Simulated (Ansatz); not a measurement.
Geometry optimisation, RKS B3LYP/def2-SVP in Ansatz 0.2.0.

input.yaml

```yaml
crystal:
  periodic: [false, false, false]
  atoms:
    - { symbol: Br, position_ang: [-0.3558, 0.8692, -2.4058] }
    - { symbol: H, position_ang: [-1.0499, 0.0851, -3.335] }
    - { symbol: C, position_ang: [0.2481, -0.1661, 1.0928] }
    - { symbol: F, position_ang: [0.8983, -0.6467, 2.1921] }
    - { symbol: H, position_ang: [-0.7746, 0.0764, 1.3821] }
    - { symbol: H, position_ang: [0.2606, -0.9422, 0.3268] }
    - { symbol: H, position_ang: [0.7733, 0.7243, 0.747] }
basis:
  gaussian: { orbitals: def2-SVP }
hamiltonian:
  xc: b3lyp
relax:
  f_tol: 0.02
  max_steps: 40
scf:
  lower_state_search: "off"
```

Launched with:

```bash
$ ansatz run input.yaml --threads 2 --pin off --max-ram 3072MiB --backend cpu --events-out ev --progress --plain --runs-dir out
```

Where does it end, and by what steps?

The run converged. The force dipped under the threshold on the way, but the program's further checks kept it going. After 21 steps the energy has fallen by 0.055 eV; F4 moved furthest, 0.56 Å.

| step | energy less start (eV) | largest force component (eV/Å) | accepted |
| --- | --- | --- | --- |
| 0 | 0.0000 | 0.608 | yes |
| 1 | -0.0441 | 0.187 | yes |
| 2 | -0.0466 | 0.051 | yes |
| 3 | -0.0478 | 0.073 | yes |
| 4 | -0.0488 | 0.107 | yes |
| 5 | -0.0505 | 0.047 | yes |
| 6 | -0.0511 | 0.106 | yes |
| 7 | -0.0520 | 0.084 | yes |
| 8 | -0.0462 | 0.475 | no |
| 9 | -0.0528 | 0.006 | yes |
| 10 | -0.0534 | 0.101 | yes |
| 11 | -0.0540 | 0.069 | yes |
| 12 | -0.0545 | 0.026 | yes |
| 13 | -0.0547 | 0.068 | yes |
| 14 | -0.0549 | 0.034 | yes |
| 15 | -0.0550 | 0.018 | yes |
| 16 | -0.0551 | 0.020 | yes |
| 17 | -0.0552 | 0.031 | yes |
| 18 | -0.0552 | 0.026 | yes |
| 19 | -0.0553 | 0.017 | yes |
| 20 | -0.0553 | 0.032 | yes |
| 21 | -0.0553 | 0.018 | yes |

```xyz
7
Properties=species:S:1:pos:R:3
Br -0.498 1.046 -2.635
H -1.263 -0.125 -2.927
C 0.351 -0.161 1.071
F 0.377 -0.829 2.271
H -0.676 0.174 0.845
H 0.696 -0.826 0.260
H 1.013 0.721 1.115
```

Time of the run: 40 s on 2 threads of Arm Neoverse N1, on a shared host, peak memory 0.14 GiB.
